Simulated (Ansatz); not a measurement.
Program: Ansatz. Geometries: PBE0-D4/def2-TZVP. ΔE: electronic, gas phase. CCSD(T)/CBS adds triple-zeta CCSD(T) − MP2 to the extrapolated MP2 energy (def2 sets, frozen cores). DFT in def2-TZVPP. B3LYP here is the variant with VWN-RPA as its local correlation; programs differ in this. For Se outer-core shells are correlated without core-valence functions, which leaves a few kJ/mol of doubt a bond. Scalar relativity is left out up to krypton. One conformer a species, not always the lowest.

Consider the redistribution: `CO[SiH](F)CC[SiH2]F` + `[SiH3][SeH]` → `CO[SiH](F)[SeH]` + `F[SiH2]CC[SiH3]`.

```tsv
level	ΔE (eV)
B2PLYP	0.10
PBE	0.07
revPBE	0.07
B3LYP	0.10
HF/def2-SVP	0.22
MP2/def2-SVP	0.17
CCSD(T)/def2-SVP	0.18
CCSD/CBS(def2)	0.10
```

Problem. What does CCSD(T)/CBS give? (Estimate.)

Solution. The calculation gave: +0.09 eV. The listed levels differ from it by 0.01, -0.02, -0.02, 0.01, 0.13, 0.08, 0.09, 0.01 eV.

Largest T1 diagnostic among the species: 0.011.

At CCSD(T), def2-SVP lies +0.09 eV from the extrapolated value and def2-TZVPP +0.02 eV. Leaving LDA and LC-ωPBE aside and taking each functional with its dispersion term where it has one, the values, not all of them listed here, spread over 0.05 eV, from PBE-D4 to BHLYP-D4.
